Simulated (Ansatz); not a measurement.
`[OH][GeH]([Cl])[Cl]` + H₂Se → `[Cl][GeH]([Cl])[SeH]` + H₂O at 298.15 K and 1 bar (ligand exchange at a Ge–O bond).

Calculated with Ansatz (gas phase, PBE0-D4/def2-TZVP geometries, no zero-point term in ΔE). CCSD(T)/CBS adds triple-zeta CCSD(T) − MP2 to the extrapolated MP2 energy (def2 sets, frozen cores). This one scheme is used for every species. For Ge, Se outer-core shells are correlated without core-valence functions, which leaves a few kJ/mol of doubt a bond. Scalar relativity is left out up to krypton. Each species was taken in one conformer, which may not be the lowest.

```
               species  CCSD(T)/CBS energy (Eh)  H − E (kJ/mol)  S (J/(mol·K))
 `[OH][GeH]([Cl])[Cl]`              -3072.15640            83.3          336.8
                  H₂Se              -2401.89790            45.8          219.1
`[Cl][GeH]([Cl])[SeH]`              -5397.68334            70.7          367.3
                   H₂O                -76.37941            66.4          188.7
```

H − E and S are ideal-gas, rigid-rotor, harmonic terms from PBE0-D4/def2-TZVP, for one conformer and one mirror image of each species. 1 Eh = 2625.50 kJ/mol, R = 8.31446 J/(mol·K).

Q: By hand: ΔE, ΔH, ΔS and ΔG.

A: ΔE = (-5397.68334) + (-76.37941) − (-3072.15640) − (-2401.89790) = -0.00845 Eh = -22.2 kJ/mol. Δ(H − E) = 70.7 + 66.4 − 83.3 − 45.8 = 8.0, so ΔH = -14.2 kJ/mol. ΔS = 367.3 + 188.7 − 336.8 − 219.1 = 0.1 J/(mol·K). ΔG = -14.2 − 298.15 × (0.1)/1000 = -14.2 kJ/mol.

Q: By hand: the equilibrium constant, and the temperature at which ΔG would vanish if ΔH and ΔS stayed fixed.

A: log₁₀ K = −ΔG/(RT ln 10) = 2.5. ΔH and −TΔS have one sign here, so there is no such temperature.

The number of gas molecules stays the same, so ΔS is small and ΔH decides. A doubt of 5 kJ/mol in ΔE shifts log₁₀ K by 0.9 here. Other conformers and mirror images would add mixing entropy, several J/(mol·K) or more a flexible species. These are equilibria of isolated gas molecules and say nothing of rates. Largest T1 diagnostic: 0.010 (customary marks: 0.02 for closed shells, 0.045 for open ones).

ΔS is within the doubt of such terms, so its sign, and with it that verdict, could turn.
